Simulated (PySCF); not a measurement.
Delta-SCF ions had no search for a lower state. 

Z-matrix (Å, degrees):
```
C
O 1 1.2125
O 1 1.3623 2 118.16
H 3 0.9717 1 105.20 2 -0.03
Si 1 1.9705 2 124.58 4 -179.81
O 5 1.5496 1 117.70 2 -178.67
H 5 1.5078 6 118.46 1 -116.83
H 5 1.5083 7 103.39 6 133.32
```
Charge -1, spin multiplicity 1.

### Question
Estimate the vertical detachment energy (Delta-SCF), total energy and HOMO that CAM-B3LYP-D3(BJ)/def2-TZVPD run with PySCF returns for this input.

### Answer

```
Quantity                                      Result
--------------------------------------  ------------
vertical detachment energy (Delta-SCF)       4.15 eV
total energy                            -555.2220 Ha
HOMO                                        -3.33 eV
```
